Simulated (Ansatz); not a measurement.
A structure relaxed at PBE0-D4/def2-TZVP, charge 0, multiplicity 1:

Cartesian coordinates in Å:
```
F -0.913 1.847 0.134
C -0.894 0.539 -0.274
C -0.535 -0.412 0.879
C 0.942 -0.415 0.413
C 0.462 0.171 -0.908
F 0.286 -0.785 -1.857
F 1.176 1.164 -1.458
H -1.781 0.338 -0.876
H -0.737 -0.007 1.869
H -1.019 -1.382 0.774
H 1.549 0.310 0.956
H 1.464 -1.368 0.347
```

Question: Give its formula and SMILES.

Answer: C4H5F3, `FC1CCC1(F)F`.

Question: Summarise the bond lengths by kind.

Answer: 3 × C–F 1.340 to 1.370 Å; 4 × C–C 1.524 to 1.549 Å; 5 × C–H 1.088 to 1.091 Å.

Program: Ansatz 0.2.0.
